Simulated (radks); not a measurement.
Results of a calculation; reference values are marked as such.
Task: K4+, configuration [Ne] 3s2 3p3 (the NIST ground configuration). Code: a radial shooting solver on a logarithmic mesh with Libxc functionals. Model: Dirac Kohn-Sham, relativistic LDA (MacDonald-Vosko exchange, VWN5 correlation), spin-unpolarised, spherical densities, finite nucleus; open shells fill j = l - 1/2 first; Fermi nuclear charge, rms radius 3.4349 fm. Some entries of the table are withheld. Estimate them.

orbital  occ.  eigenvalue (eV)  <r> (bohr)
1s1/2       2              (1)     0.08133
2s1/2       2        -415.0418      0.3882
2p1/2       2        -345.4122      0.3483
2p3/2       4        -342.5139      0.3507
3s1/2       2              (2)       1.171
3p1/2       2         -71.7216       1.237
3p3/2       1         -71.3555       1.243

Result: 
(1) 1s1/2 eigenvalue (eV): -3570.263
(2) 3s1/2 eigenvalue (eV): -89.2956
